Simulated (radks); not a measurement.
The numbers below are computed, except where a source is named.
These are the eigenvalues of the occupied orbitals of an atom or ion with whole-number occupations (eV). Code: a radial shooting solver on a logarithmic mesh with Libxc functionals. Model: Dirac Kohn-Sham, LB94 model potential, spin-unpolarised, spherical densities, finite nucleus; Fermi nuclear charge, rms radius of each element as measured or else 0.836 A^(1/3) + 0.57 fm.

1s1/2: -40404.03
2s1/2: -6484.599
2p1/2: -6129.792
2p3/2: -5678.794
3s1/2: -1407.435
3p1/2: -1255.303
3p3/2: -1167.036
3d3/2: -899.4690
3d5/2: -880.4162
4s1/2: -286.7916
4p1/2: -230.6140
4p3/2: -211.7093
4d3/2: -119.1559
4d5/2: -115.8127
5s1/2: -45.0408
5p1/2: -29.3914
5p3/2: -26.4743
4f5/2: -11.9039
5d3/2: -6.7544
6s1/2: -6.5718

Which element is it, and in what charge state? The configuration may be excited. Open shells, if any, fill j = l - 1/2 first.

Answer. Z = 58, cerium, charge 0: Ce in [Xe] 4f1 5d1 6s2. The list shows which subshells hold electrons but not how many an open one holds; the 1s level, -1484.8 hartree, gives Z - s = 54.5 by -(Z - s)^2/2, which with screening and relativity narrows Z to a few neighbours, and the depths of the outer levels then fix element, charge and occupations together.
